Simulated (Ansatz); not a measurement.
Input for Ansatz (an electronic-structure program): U-r2SCAN/def2-TZVPP on CH4Sn (SMILES [CH3][SnH]), a point of a bond scan (R = 5.720 Å). Elements past Kr take the def2 small-core potentials; no spin–orbit coupling.

Ansatz 0.2 input:
```yaml
crystal:
  periodic: [false, false, false]
  atoms:
    - {symbol: Sn, position_ang: [0.00983745, 0.25050043, 0.24518718]}
    - {symbol: H, position_ang: [-1.12866930, 3.97176907, -3.94693045]}
    - {symbol: C, position_ang: [-0.01334196, -1.45640015, -1.15807253]}
    - {symbol: H, position_ang: [0.73724523, -1.29419038, -1.93601312]}
    - {symbol: H, position_ang: [-0.98669425, -1.50317430, -1.65333226]}
    - {symbol: H, position_ang: [0.18357434, -2.40265271, -0.65672900]}
basis:
  gaussian:
    orbitals: def2-TZVPP
hamiltonian:
  xc: {name: r2SCAN}
magnetization: {spin_polarized: true, initial_magnetization: 0}
```

**Question.** Give the final energy of this run.

**Answer.** -254.7418 hartree. Its determinant has ⟨S²⟩ = 1.00, a mixture of spin states.

**Question.** How many basis functions does it have, and what does it roughly cost on one machine?

**Answer.** 137 functions; about 30 core-seconds (a rough figure).
